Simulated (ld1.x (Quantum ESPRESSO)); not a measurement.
**Pseudopotential generation for He: TM, LDA (PZ), scalar-relativistic.**

The input file (ld1.x (Quantum ESPRESSO) 7.5):

```
&input
   title='He', zed=2., rel=1, dft='PZ', iswitch=3,
   config='[He] 2p-2',
   nld=2, rlderiv=0.95, eminld=-3.0, emaxld=5.0, deld=0.02
 /
 &inputp
   pseudotype=2, tm=.true., lloc=-2, rcloc=0.60,
   nlcc=.false.,
   file_pseudopw='He.UPF', file_wfcaegen='ae.wfc', file_wfcncgen='nc.wfc', file_beta='beta', file_chi='chi'
 /
2
1S  1  0   2.00   0.00  0.85  0.85  0.0
2P  2  1  -2.00  -0.20  0.80  0.80  0.0
 &test
   configts(1)='1s2'
 /
```

Command:

```bash
ld1.x < He.in > He.out
```

Resulting log (shortened: banner, matrices, multipoles, cross overlaps and the repeated all-electron block are left out):

```
Program LD1 v.7.5
     --------------------------- All-electron run ----------------------------

     He
     scalar relativistic calculation

     atomic number is  2.00
     dft =PZ   lsd =0 sic =0 latt =0  beta=0.20 tr2=1.0E-14
     Exchange-correlation= PZ
                           (   1   1   0   0   0   0   0)
     mesh = 985 r(mesh) = 100.16840 a.u. xmin = -7.00 dx = 0.01250
     1 Ry =  13.60569312 eV, c = 137.03599908

     n l     nl                  e(Ry)          e(Ha)          e(eV)
     1 0     1S 1( 2.00)        -1.1405        -0.5702       -15.5166

     final scf error:  1.7E-15 reached in  24 iterations

     Etot =      -5.668822 Ry,      -2.834411 Ha,     -77.128253 eV

     Ekin =       5.533334 Ry,       2.766667 Ha,      75.284845 eV
     Encl =     -13.248132 Ry,      -6.624066 Ha,    -180.250014 eV
     Eh   =       3.990956 Ry,       1.995478 Ha,      54.299723 eV
     Exc  =      -1.944980 Ry,      -0.972490 Ha,     -26.462806 eV

     normalization and overlap integrals

     s(1S/1S) =  1.000000  <r> =   0.9595  <r2> =    1.2874  r(max) =   0.5666

     ------------------------ End of All-electron run ------------------------

     --------------------- Generating NC pseudopotential ---------------------

      Generating local potential from pseudized AE potential:
      Matching radius rcloc =   0.6000
      Enforcing V''(0)=0 (lloc=-2)

      Local pseudo, rcloc= 0.596 Estimated cut-off energy=    82.79 Ry

      Wfc   1S  rcut= 0.845  Using Troullier-Martins method

      Wfc   2P  rcut= 0.804  Using Troullier-Martins method

     ------------------- End of pseudopotential generation -------------------

     Computing logarithmic derivative in   0.95182
     Computing logarithmic derivative in   0.95182
     Computing the partial wave expansion
     R is outside the sphere for l=    0 j= 0.00
     R is outside the sphere for l=    1 j= 0.00

     ---------------------- Testing the pseudopotential ----------------------

     He
     scalar relativistic calculation

     atomic number is  2.00   valence charge is  2.00
     dft =PZ   lsd =0 sic =0 latt =0  beta=0.20 tr2=1.0E-14
     mesh = 985 r(mesh) = 100.16840 xmin = -7.00 dx = 0.01250

     n l     nl             e AE (Ry)        e PS (Ry)    De AE-PS (Ry)
     1 0     1S   1( 2.00)       -1.14045       -1.14046        0.00001

     eps = 2.8E-16  iter =  4

     Etot =      -5.668822 Ry,      -2.834411 Ha,     -77.128253 eV
     Etotps =    -5.652445 Ry,      -2.826223 Ha,     -76.905436 eV

     Ekin =       5.201160 Ry,       2.600580 Ha,      70.765381 eV
     Encl =     -10.850881 Ry,      -5.425440 Ha,    -147.633755 eV
     Ehrt =       3.969994 Ry,       1.984997 Ha,      54.014521 eV
     Ecxc =      -1.931005 Ry,      -0.965502 Ha,     -26.272655 eV
     Epseu=      -2.041714 Ry,      -1.020857 Ha,     -27.778928 eV

     ---------------------- End of pseudopotential test ----------------------
```

Generation and configuration tests took about 0.39 s on one core of a shared server CPU.

Transferability test of the new file with ld1.x, input:

```
&input
   title='He', zed=2., rel=1, dft='PZ', iswitch=2,
   config='[He] 2p-2'
 /
 &test
   file_pseudo='He.UPF', nconf=5,
   configts(1)='1s2',
   configts(2)='1s1',
   configts(3)='1s1.5',
   configts(4)='1s1', lsdts(4)=1,
   configts(5)='1s1.5', lsdts(5)=1
 /
```

```bash
ld1.x < He.test.in > He.test.out
```

Pseudopotential blocks of its output, shortened (energy terms left out):

```
     ---------------------- Testing the pseudopotential ----------------------

     n l     nl             e AE (Ry)        e PS (Ry)    De AE-PS (Ry)
     1 0     1S   1( 2.00)       -1.14045       -1.14046        0.00001

     eps = 1.2E-16  iter =  4

     Etot =      -5.668822 Ry,      -2.834411 Ha,     -77.128253 eV
     Etotps =    -5.652445 Ry,      -2.826223 Ha,     -76.905436 eV

     ---------------------- End of pseudopotential test ----------------------

          ---------------------- Testing the pseudopotential ----------------------

     n l     nl             e AE (Ry)        e PS (Ry)    De AE-PS (Ry)
     1 0     1S   1( 1.00)       -2.82122       -2.81529       -0.00593  !

     eps = 3.2E-15  iter =  5

     Etot =      -3.722207 Ry,      -1.861104 Ha,     -50.643209 eV
     Etotps =    -3.707844 Ry,      -1.853922 Ha,     -50.447792 eV
     dEtot_ae =       1.946615 Ry
     dEtot_ps =       1.944601 Ry,   Delta E=       0.002014 Ry

     ---------------------- End of pseudopotential test ----------------------

          ---------------------- Testing the pseudopotential ----------------------

     n l     nl             e AE (Ry)        e PS (Ry)    De AE-PS (Ry)
     1 0     1S   1( 1.50)       -1.92936       -1.92781       -0.00155

     eps = 3.5E-15  iter =  5

     Etot =      -4.906295 Ry,      -2.453147 Ha,     -66.753543 eV
     Etotps =    -4.890213 Ry,      -2.445107 Ha,     -66.534738 eV
     dEtot_ae =       0.762527 Ry
     dEtot_ps =       0.762232 Ry,   Delta E=       0.000295 Ry

     ---------------------- End of pseudopotential test ----------------------

          ---------------------- Testing the pseudopotential ----------------------

     n l     nl             e AE (Ry)        e PS (Ry)    De AE-PS (Ry)
     1 0     1S   1( 1.00)       -3.02126       -3.01325       -0.00801  !
     1 0     1S   2( 0.00)       -2.03105       -2.03627        0.00522  !

     eps = 6.9E-15  iter =  6

     Etot =      -3.883959 Ry,      -1.941980 Ha,     -52.843958 eV
     Etotps =    -3.866959 Ry,      -1.933480 Ha,     -52.612661 eV
     dEtot_ae =       1.784863 Ry
     dEtot_ps =       1.785486 Ry,   Delta E=      -0.000623 Ry

     ---------------------- End of pseudopotential test ----------------------

          ---------------------- Testing the pseudopotential ----------------------

     n l     nl             e AE (Ry)        e PS (Ry)    De AE-PS (Ry)
     1 0     1S   1( 1.00)       -2.01863       -2.01592       -0.00271
     1 0     1S   2( 0.50)       -1.81039       -1.81069        0.00030

     eps = 2.6E-15  iter =  9

     Etot =      -4.932098 Ry,      -2.466049 Ha,     -67.104606 eV
     Etotps =    -4.915639 Ry,      -2.457820 Ha,     -66.880677 eV
     dEtot_ae =       0.736724 Ry
     dEtot_ps =       0.736806 Ry,   Delta E=      -0.000082 Ry

     ---------------------- End of pseudopotential test ----------------------
```
